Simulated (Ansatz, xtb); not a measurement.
**Two isomers of H5NSeSi**

Structure X is `N[Se][SiH3]`, a singlet and structure Y is `N[SiH2][SeH]`, a singlet. Both are isolated molecules in the gas phase, relaxed with B3LYP/6-31G*; the shapes shown needn't be the lowest conformers.

X (Å):

```yaml
atoms:
  - { symbol: N, position_ang: [-1.6213, 0.1092, -0.5840] }
  - { symbol: Se, position_ang: [-0.1647, -1.1294, -0.8054] }
  - { symbol: Si, position_ang: [1.1696, 0.0348, 0.6638] }
  - { symbol: H, position_ang: [-1.8407, 0.4590, -1.5160] }
  - { symbol: H, position_ang: [1.4071, 1.4195, 0.1827] }
  - { symbol: H, position_ang: [0.5559, 0.0841, 2.0152] }
  - { symbol: H, position_ang: [2.4620, -0.7023, 0.7271] }
  - { symbol: H, position_ang: [-2.4206, -0.4441, -0.2772] }
```

Y (Å):

```json
{"atom": "N", "x (Å)": "0.0450", "y (Å)": "1.2752", "z (Å)": "-2.9637"}
{"atom": "Se", "x (Å)": "-0.0400", "y (Å)": "-1.2936", "z (Å)": "-0.5691"}
{"atom": "Si", "x (Å)": "0.6630", "y (Å)": "0.7429", "z (Å)": "-1.4382"}
{"atom": "H", "x (Å)": "0.2112", "y (Å)": "0.7128", "z (Å)": "-3.7913"}
{"atom": "H", "x (Å)": "-0.8805", "y (Å)": "1.6878", "z (Å)": "-2.9984"}
{"atom": "H", "x (Å)": "0.3236", "y (Å)": "1.8126", "z (Å)": "-0.4688"}
{"atom": "H", "x (Å)": "2.1239", "y (Å)": "0.5294", "z (Å)": "-1.5700"}
{"atom": "H", "x (Å)": "-1.4180", "y (Å)": "-0.8258", "z (Å)": "-0.2859"}
```

Quicker runs give these differences E(Y) − E(X): GFN2-xTB −81.5 kJ/mol; HF/STO-3G −83.9 kJ/mol (at GFN2-xTB geometries); r2SCAN-D4/def2-SVP −146.8 kJ/mol (at GFN2-xTB geometries).

Task: Estimate E(Y) − E(X) at the level CCSD(T)/def2-TZVP.

Result: Calculated at CCSD(T)/def2-TZVP: E(Y) − E(X) = −146.8 kJ/mol, so structure Y lies lower.

The same difference at several levels:

| level | geometry | E(Y) − E(X) (kJ/mol) | departure from the last row (kJ/mol) | job, with rough time for the two |
| --- | --- | --- | --- | --- |
| GFN2-xTB | GFN2-xTB | −81.5 | +65.3 | optimisation, 0.19 s |
| HF/STO-3G | GFN2-xTB | −83.9 | +62.8 | single point, 0.48 s |
| r2SCAN-D4/def2-SVP | GFN2-xTB | −146.8 | 0.0 | single point, 5.2 s |
| B3LYP/6-31G* | B3LYP/6-31G* | −136.1 | +10.7 | optimisation, 48 s |
| HF/def2-TZVP | B3LYP/6-31G* | −160.6 | −13.9 | part of the CCSD(T) run |
| MP2/def2-TZVP | B3LYP/6-31G* | −153.7 | −6.9 | part of the CCSD(T) run |
| CCSD(T)/def2-TZVP | B3LYP/6-31G* | −146.8 |  | single point, 99 s |

As drawn, Y has 1 N–Si, 1 Se–H in place of 1 N–Se, 1 Si–H.

The levels shown agree on the order. The largest departure from CCSD(T)/def2-TZVP is that of GFN2-xTB, 65.3 kJ/mol.

With harmonic frequencies from B3LYP/6-31G* (ideal gas, rigid rotor, one conformer each, 298.15 K, 1 atm): on the last row, ΔE + ΔZPE = −148.0, ΔH = −147.7, ΔG = −147.8 kJ/mol.

The correlated steps freeze 15 core orbitals; the filled d shell of Se is correlated, in a basis made for valence electrons. Mirror images aren't counted in ΔG. Run with Ansatz 0.2.0, xtb 6.7.1; the last row on 1 thread of Arm Neoverse V1 on a shared host.
